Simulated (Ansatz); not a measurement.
C₂H₃N, triplet, at a GFN2-xTB geometry (a higher spin typed on purpose: for a closed-shell molecule this is an excited state); BLYP/cc-pVDZ in Ansatz (a quantum-chemistry and plane-wave program).

Here is a job for Ansatz.
Ansatz 0.2 input:
```yaml
crystal:
  periodic: [false, false, false]
  atoms:
    - {symbol: C, position_ang: [-1.07799219, 0.02838501, 0.00627118]}
    - {symbol: C, position_ang: [0.34217185, -0.47008600, 0.13522217]}
    - {symbol: N, position_ang: [1.23983392, 0.32551057, -0.11379751]}
    - {symbol: H, position_ang: [-1.55551587, -0.60779227, -0.73783391]}
    - {symbol: H, position_ang: [-1.53194100, -0.09395255, 0.98882234]}
    - {symbol: H, position_ang: [-1.17645856, 1.07337678, -0.30336599]}
basis:
  gaussian:
    orbitals: cc-pVDZ
hamiltonian:
  xc: blyp
magnetization: {spin_polarized: true, initial_magnetization: 2}
accuracy: high
```

Write the output that Ansatz gives for this input, abridged.


```
Functional definition: BLYP
1326 factors; integrals over basis functions are off by at most 3.4e-9 eV
mean field evaluation 1: about -3600.7438 eV, gradient 3.4e1 eV
mean field evaluation 2: about -3594.0899 eV, gradient 4.8e1 eV
mean field evaluation 4: about -3606.3879 eV, gradient 3.5e0 eV
mean field evaluation 8: about -3606.4405 eV, gradient 6.4e-2 eV
mean field evaluation 16: about -3606.4405 eV, gradient 6.5e-6 eV
mean field evaluation 32: about -3605.9762 eV, gradient 1.5e0 eV
mean field -3606.44049512 eV, -132.5342436626 hartree, gradient 7.0e-8 eV, S^2 2.002367; 4 other end points of the search recorded, 0 dependent functions left out
reference -3606.44053897 eV, -132.5342452741 hartree; 12, 10 occupied and 45, 47 virtual orbitals, 1326 factors
Total energy: -3606.44053897 eV, -132.5342452741 hartree
```
